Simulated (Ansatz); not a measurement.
Reaction (hydrogenolysis of a C–O bond): `OC1BN1` + H₂ → `B1CN1` + H₂O

Program: Ansatz. Geometries: PBE0-D4/def2-TZVP. ΔE: electronic, gas phase. CCSD(T)/CBS is the MP2 limit (def2-TZVPP, def2-QZVPP) plus CCSD(T) − MP2 in def2-TZVPP, frozen cores. This one scheme is used for every species. DFT in def2-TZVPP. HSE06 is defined as in plane-wave codes. One conformer a species, not always the lowest.

`OC1BN1`:

```xyz
8

O     0.973    1.215   -0.205
C    -0.201    0.468   -0.092
B    -0.324   -0.584    1.041
N    -0.102   -0.972   -0.232
H     1.065    1.521   -1.111
H    -1.054    0.938   -0.586
H    -0.450   -0.960    2.155
H     0.093   -1.626   -0.971
```

H₂:

Z-matrix (Å, degrees):
```
H
H 1 0.746
```

`B1CN1`:

Cartesian coordinates in Å:
```
B 0.617 0.438 0.583
C -0.504 0.284 -0.494
N 0.205 -0.785 0.218
H 1.359 1.039 1.282
H -1.556 0.423 -0.245
H -0.291 0.388 -1.557
H 0.171 -1.787 0.212
```

H₂O:

Z-matrix (Å, degrees):
```
O
H 1 0.960
H 1 0.960 2 105.1
```

Task: Is it downhill or uphill in electronic energy at CCSD(T)/CBS, and by how much? (An estimate is asked.)

Result: Computed: Downhill: ΔE = -20.4 kcal/mol.

Task: What do these levels give: PBE0-D4, HSE06-D4, ωB97M-V, PBE0, CCSD/def2-SVP, CCSD/CBS(def2)? (Best estimate.)

Result: Ansatz gave: PBE0-D4 -18.7, HSE06-D4 -18.7, ωB97M-V -18.7, PBE0 -19.2, CCSD/def2-SVP -17.4, CCSD/CBS(def2) -21.3 kcal/mol.

Largest T1 diagnostic among the species: 0.013.

In def2-TZVPP, CCSD(T) changes the Hartree–Fock value by +2.4 kcal/mol (the triples alone add +0.9 kcal/mol) and MP2 by +2.1 kcal/mol. Leaving LDA and LC-ωPBE aside and taking each functional with its dispersion term where it has one, the values, not all of them listed here, spread over 3.6 kcal/mol, from PBE-QIDH to revPBE-D4. LDA lies +2.0 kcal/mol from PBE without D4.
